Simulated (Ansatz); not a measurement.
Computed with Ansatz on PBE0-D4/def2-TZVP structures; ΔE is electronic, products minus reactants. CCSD(T)/CBS adds triple-zeta CCSD(T) − MP2 to the extrapolated MP2 energy (def2 sets, frozen cores). This one scheme is used for every species, atoms too. Functionals use def2-TZVPP. HSE06 is defined as in plane-wave codes. No spin–orbit coupling; open shells (•) take unrestricted orbitals. Spin–orbit coupling would lower the free atoms: a little for Al, F, Si.

`F[Si](F)(F)[AlH2]` → Al• + 3 F• + 2 H• + Si•  (atomization)

Question: What is ΔE at CCSD(T)/CBS? (An estimate is asked.)

Answer: Computed: +2556.7 kJ/mol.

Question: What do these levels give: BLYP-D4, r2SCAN-D4, BHLYP-D4, ωB97X-V, HSE06, CCSD(T)/def2-SVP, HF/def2-TZVPP, MP2/def2-QZVPP, SCS-MP2/def2-QZVPP, HF/CBS(def2), MP2/CBS(def2), CCSD/CBS(def2)? (An estimate is asked.)

Answer: Computed: BLYP-D4 2512.1, r2SCAN-D4 2537.0, BHLYP-D4 2432.1, ωB97X-V 2546.6, HSE06 2471.9, CCSD(T)/def2-SVP 2310.4, HF/def2-TZVPP 1910.0, MP2/def2-QZVPP 2615.1, SCS-MP2/def2-QZVPP 2577.5, HF/CBS(def2) 1924.4, MP2/CBS(def2) 2646.2, CCSD/CBS(def2) 2522.2 kJ/mol.

Largest T1 diagnostic among the species: 0.018.

From r2SCAN to r2SCAN0 (25 % exact exchange), in def2-TZVPP and without D4, ΔE moves by −62.5 kJ/mol: exact exchange takes away binding that semilocal exchange gives to molecules. In def2-TZVPP, CCSD(T) changes the Hartree–Fock value by +563.3 kJ/mol (the triples alone add +34.5 kJ/mol) and MP2 by +652.8 kJ/mol; breaking electron pairs costs correlation energy, which Hartree–Fock lacks.

For atomizations the MP2-based limit and the directly extrapolated one differ by several kJ/mol either way, and by 10 to 25 for some Ge, Se and Sn compounds, so smaller differences from it don't rank the levels.
